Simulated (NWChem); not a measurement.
The numbers come from NWChem runs, not from measurements. System: H$_{3}$AlSe, charge 0, spin multiplicity 1, at a geometry optimised with PBE0/def2-SVP. The structure started from a generated list of species. Level: PBE/def2-TZVPP.

Input file:

```
start mol
memory heap 200 mb stack 900 mb global 1100 mb
geometry units angstroms nocenter noautoz
  Al     0.335226     1.556697     0.000000
  H     -0.890500     2.559722     0.000000
  H      1.858242     1.996167     0.000000
  Se    -0.192539    -0.696688     0.000000
  H      1.220654    -1.105574     0.000000
  symmetry group Cs
end
basis spherical
  * library def2-tzvpp
end
dft
  xc xpbe96 cpbe96
  semidirect memsize 60000000 filesize 0
  iterations 100
end
task dft energy
```

Part of the output:

```
             Northwest Computational Chemistry Package (NWChem) 7.3.0
             --------------------------------------------------------

                                NWChem Input Module
                                -------------------

 Scaling coordinates for geometry "geometry" by  1.889725989
 (inverse scale =  0.529177249)

 Turning off AUTOSYM since
 SYMMETRY directive was detected!

                             Geometry "geometry" -> ""
                             -------------------------

 Output coordinates in angstroms (scale by  1.889725989 to convert to a.u.)

  No.       Tag          Charge          X              Y              Z
 ---- ---------------- ---------- -------------- -------------- --------------
    1 Al                  13.0000     0.33522600     1.55669700     0.00000000
    2 H                    1.0000    -0.89050000     2.55972200     0.00000000
    3 H                    1.0000     1.85824200     1.99616700     0.00000000
    4 Se                  34.0000    -0.19253900    -0.69668800     0.00000000
    5 H                    1.0000     1.22065400    -1.10557400     0.00000000

 Effective nuclear repulsion energy (a.u.)     135.6267423143

            Nuclear Dipole moment (a.u.)
            ----------------------------
        X                 Y               Z
 ---------------- ---------------- ----------------
     0.0000151178    -0.0000302356     0.0000000000

      Symmetry information
      --------------------

 Group name             Cs
 Group number              2
 Group order               2
 No. of unique centers     5

      Symmetry unique atoms

     1    2    3    4    5


 Summary of "ao basis" -> "" (spherical)
 ------------------------------------------------------------------------------
       Tag                 Description            Shells   Functions and Types
 ---------------- ------------------------------  ------  ---------------------
 *                         def2-tzvpp                 on all atoms

  pbe96 is a nonlocal functional; adding pw91lda local functional.

                                 NWChem DFT Module
[...]
              MO Center= -1.0D-01, -4.8D-01, -2.0D-12, r^2= 2.1D+00
   Bfn.  Coefficient  Atom+Function         Bfn.  Coefficient  Atom+Function
  ----- ------------  ---------------      ----- ------------  ---------------
    88      0.464348  4 Se pz                91      0.313861  4 Se pz
    82     -0.310318  4 Se pz                85      0.275914  4 Se pz
    17      0.135003  1 Al pz                79      0.094699  4 Se pz
    20      0.084715  1 Al pz                 8     -0.036017  1 Al pz
    32     -0.033376  1 Al d -1              27     -0.032814  1 Al d -1

 Vector   26  Occ=0.000000D+00  E=-8.223110D-02  Symmetry=a"
              MO Center=  3.1D-01,  1.4D+00,  5.6D-13, r^2= 4.3D+00
   Bfn.  Coefficient  Atom+Function         Bfn.  Coefficient  Atom+Function
  ----- ------------  ---------------      ----- ------------  ---------------
    20      0.639707  1 Al pz                17      0.465385  1 Al pz
    91     -0.259099  4 Se pz                88     -0.164933  4 Se pz
    82      0.119398  4 Se pz                85     -0.119526  4 Se pz
     8     -0.111524  1 Al pz                11     -0.092753  1 Al pz
   108      0.052367  4 Se d -1              79     -0.036112  4 Se pz

 Vector   27  Occ=0.000000D+00  E=-3.142317D-02  Symmetry=a'
              MO Center=  2.9D-01, -3.8D-01,  1.3D-14, r^2= 4.5D+00
   Bfn.  Coefficient  Atom+Function         Bfn.  Coefficient  Atom+Function
  ----- ------------  ---------------      ----- ------------  ---------------
   121      1.107202  5 H  s                 76     -0.795646  4 Se s
    89     -0.634127  4 Se px                86     -0.329372  4 Se px
   120      0.307252  5 H  s                 59      0.268538  3 H  s
    90      0.245340  4 Se py                 4     -0.228218  1 Al s
    19     -0.208343  1 Al py                80      0.154608  4 Se px

 Vector   28  Occ=0.000000D+00  E=-2.213768D-02  Symmetry=a'
              MO Center=  2.8D-01,  7.9D-01, -1.1D-12, r^2= 5.6D+00
   Bfn.  Coefficient  Atom+Function         Bfn.  Coefficient  Atom+Function
  ----- ------------  ---------------      ----- ------------  ---------------
     5      1.276731  1 Al s                 76     -0.629295  4 Se s
    90     -0.619018  4 Se py                19     -0.599890  1 Al py
    59     -0.478437  3 H  s                  4      0.435039  1 Al s
    45     -0.342236  2 H  s                  3     -0.211835  1 Al s
    87     -0.181690  4 Se py                16     -0.168486  1 Al py

 center of mass
 --------------
 x =  -0.06843224 y =  -0.16485217 z =   0.00000000

 moments of inertia (a.u.)
 ------------------
         409.642746391239         -87.145395444405           0.000000000000
         -87.145395444405          41.409303361122           0.000000000000
           0.000000000000           0.000000000000         451.052049752361

     Multipole analysis of the density
     ---------------------------------

     L   x y z        total         alpha         beta         nuclear
     -   - - -        -----         -----         ----         -------
     0   0 0 0      0.000000    -25.000000    -25.000000     50.000000

     1   1 0 0      0.238772      0.119379      0.119379      0.000015
     1   0 1 0      0.088882      0.044456      0.044456     -0.000030
     1   0 0 1     -0.000000     -0.000000     -0.000000      0.000000

     2   2 0 0    -25.621211    -27.911506    -27.911506     30.201801
     2   1 1 0     -0.704108    -20.752012    -20.752012     40.799915
     2   1 0 1     -0.000000     -0.000000     -0.000000      0.000000
     2   0 2 0    -25.610124   -119.517119   -119.517119    213.424113
     2   0 1 1      0.000000      0.000000      0.000000      0.000000
     2   0 0 2    -24.108824    -12.054412    -12.054412      0.000000

 Task  times  cpu:       12.3s     wall:       12.3s

 Total times  cpu:       12.3s     wall:       12.3s
```
